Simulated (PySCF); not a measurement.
Atoms are numbered as in `[N:1]#[C:2][Si@H:3]1[CH2:4][SiH2:5][SiH2:6]1`; H(Xn) means a hydrogen on atom n. Ha(C4), Ha(Si5), Ha(Si6) are cis to C2 on the ring; Hb(C4), Hb(Si5), Hb(Si6) are trans to C2 on the ring.

Geometry: PBE0-D3(BJ)/def2-SVP; GIAO absolute shieldings from PySCF, gas phase, non-relativistic, averaged over equivalent atoms.

At PBE0/pcSseg-0 (80 basis functions, 8.1 s wall time on 1 thread of an Arm Neoverse V1, shared host):
| atoms | σ (ppm) |
| --- | --- |
| N1 | -118.7 |
| C2 | 56.0 |
| C4 | 200.4 |
| Si3 | 432.1 |
| Si5 | 437.4 |
| Si6 | 480.2 |
| H(Si3) | 27.59 |
| Ha(Si5) | 27.69 |
| Hb(Si5) | 28.15 |
| Ha(Si6) | 28.78 |
| Hb(Si6) | 28.81 |
| Ha(C4) | 32.42 |
| Hb(C4) | 32.85 |

Task: Estimate the result of repeating the calculation with mPW1PW91/pcSseg-1.

Result: 
```tsv
atoms	σ at mPW1PW91/pcSseg-1	change
N1	-114.9	+3.8
C2	57.4	+1.4
C4	186.4	-14.0
Si3	404.4	-27.7
Si5	403.9	-33.5
Si6	433.3	-46.9
H(Si3)	26.33	-1.26
Ha(Si5)	26.48	-1.21
Hb(Si5)	26.65	-1.50
Ha(Si6)	27.23	-1.55
Hb(Si6)	27.37	-1.44
Ha(C4)	30.53	-1.89
Hb(C4)	31.00	-1.85
```

The largest change is at Si6 (silicon bonded to 2 Si, 2 H, in a 4-membered ring). Cost: 158 basis functions, 17 s wall time on 1 thread of an Arm Neoverse V1, shared host.
